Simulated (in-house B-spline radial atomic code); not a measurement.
# How G0W0 and RPA depend on the start: neutral potassium

Configuration [Ar] 4s1, highest spin. Computed with a B-spline radial code for spherical atoms: all electrons, non-relativistic, point nucleus, each spin shell either full or empty, empty states to l = 9 with an (l + 1/2)⁻⁴ tail; G0W0 by contour deformation at full frequency.

| start | mean-field 4s up (eV) | G0W0 (eV) | QP weight | RPA correlation (Eh) |
| --- | --- | --- | --- | --- |
| Hartree-Fock | -4.018 | -4.528 | 0.953 | -1.0071 |
| LDA VWN5 | -2.618 | -4.493 | 0.686 | -1.1674 |
| PBE | -2.534 | -4.399 | 0.609 | -1.1641 |
| PBE0 | -2.989 | -4.576 | 0.849 | -1.1165 |
| HSE06 | -2.658 | -4.466 | 0.708 | -1.1252 |
| B3LYP (VWN-RPA) | -2.901 | -4.565 | 0.823 | -1.1273 |
| SCAN | -2.591 | -4.505 | 0.729 | -1.1366 |
| BHandHLYP | -3.317 | -4.584 | 0.909 | -1.0772 |
| CAM-B3LYP | -3.684 | -4.611 | 0.929 | -1.0968 |
| LC-wPBE | -4.308 | ? | ? | ? |
| wB97X | -4.072 | ? | ? | ? |
| PBEsol | -2.534 | -4.432 | 0.626 | -1.1648 |

(1) What G0W0 level, weight and RPA correlation energy follow from the wB97X start?

(2) What G0W0 level, weight and RPA correlation energy follow from the LC-wPBE start?

(3) How much of the dependence on the start does G0W0 remove?

## Answers

(1) G0W0 level -4.555 eV, weight 0.950, RPA correlation -1.0799 hartree.

(2) G0W0 level -4.579 eV, weight 0.954, RPA correlation -1.0823 hartree.

(3) The mean-field levels span 1.77 eV and the G0W0 levels 0.212 eV. Against 4.341 eV (NIST, measured) the G0W0 removal energies are off by +0.06 to +0.27 eV, with relativity, Breit and QED terms left out.
